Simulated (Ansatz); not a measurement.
Geometry optimisation, Ansatz, RKS B3LYP-D4/def2-SVP.

input.yaml

```yaml
crystal:
  periodic: [false, false, false]
  atoms:
    - { symbol: Ga, position_ang: [-0.097339, -0.211342, -0.187642] }
    - { symbol: O, position_ang: [-0.410044, -0.955782, 1.42306] }
    - { symbol: H, position_ang: [-1.332916, -1.200343, 1.575486] }
    - { symbol: H, position_ang: [1.423965, -0.0361, -0.482223] }
    - { symbol: H, position_ang: [-1.339355, 0.029135, -1.1133] }
    - { symbol: O, position_ang: [-0.050666, 1.961415, 1.850217] }
    - { symbol: Al, position_ang: [1.037355, 3.088138, 2.558798] }
    - { symbol: H, position_ang: [1.721407, 2.733321, 3.940394] }
    - { symbol: H, position_ang: [1.255067, 4.428036, 1.755474] }
    - { symbol: H, position_ang: [-0.228976, 1.079323, 2.253136] }
basis:
  gaussian: { orbitals: def2-SVP }
hamiltonian:
  xc: b3lyp
  dispersion: d4
relax:
  f_tol: 0.03
  max_steps: 50
```

Launched with:

```bash
$ ansatz run input.yaml --threads 4 --pin off --max-ram 5120MiB --backend cpu --events-out ev --progress --plain --runs-dir out
```

Where does it end, and by what steps?

It converged. After 14 steps the energy has fallen by 0.386 eV; H5 moved furthest, 0.86 Å. Joined: Ga1–O6 (2.98 → 2.13 Å).

```tsv
step	energy less start (eV)	largest force component (eV/Å)	accepted
0	0.0000	0.883	yes
1	-0.1438	0.407	yes
2	-0.2779	0.565	yes
3	-0.2671	1.458	no
4	-0.3251	0.125	yes
5	-0.3448	0.079	yes
6	-0.3628	0.075	yes
7	-0.3725	0.168	yes
8	-0.3783	0.087	yes
9	-0.3806	0.095	yes
10	-0.3815	0.077	yes
11	-0.3848	0.044	yes
12	-0.3855	0.034	yes
13	-0.3858	0.034	yes
14	-0.3860	0.024	yes
```

```xyz
10
Properties=species:S:1:pos:R:3
Ga -0.053 0.223 0.080
O -0.407 -0.944 1.490
H -1.302 -1.305 1.510
H 1.404 0.086 -0.488
H -1.321 0.768 -0.677
O 0.228 1.475 1.781
Al 0.966 2.925 2.383
H 1.159 3.055 3.943
H 1.348 3.980 1.281
H -0.043 0.654 2.270
```

Whether the end is a true minimum wasn't checked by a vibrational analysis.

Time of the run: 21 s on 4 threads of Arm Neoverse V2, with other jobs on the host, peak memory 0.26 GiB.
